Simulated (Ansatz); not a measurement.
Gas-phase electronic energies from Ansatz, PBE0-D4/def2-TZVP geometries. CCSD(T)/CBS is the MP2 limit (def2-TZVPP, def2-QZVPP) plus CCSD(T) − MP2 in def2-TZVPP, frozen cores. This one scheme is used for every species. One conformer a species, not always the lowest.

Consider the hydrogenolysis of a C–F bond: `CBC(C)F` + H₂ → `CBCC` + H–F.

```csv
species,CCSD(T)/def2-TZVPP energy (Eh)
`CBC(C)F`,-243.42830
H₂,-1.17233
`CBCC`,-144.29365
H–F,-100.34454
```

Question: Work out ΔE.

Answer: ΔE = (-144.29365) + (-100.34454) − (-243.42830) − (-1.17233) = -0.03756 Eh = -1.02 eV. CCSD(T)/CBS gives -1.04 eV.

Largest T1 diagnostic among the species: 0.011.

From PBE to PBE0 (25 % exact exchange), in def2-TZVPP and without D4, ΔE moves by −0.08 eV. In def2-TZVPP, CCSD(T) changes the Hartree–Fock value by −0.04 eV (the triples alone add +0.02 eV) and MP2 by −0.11 eV.
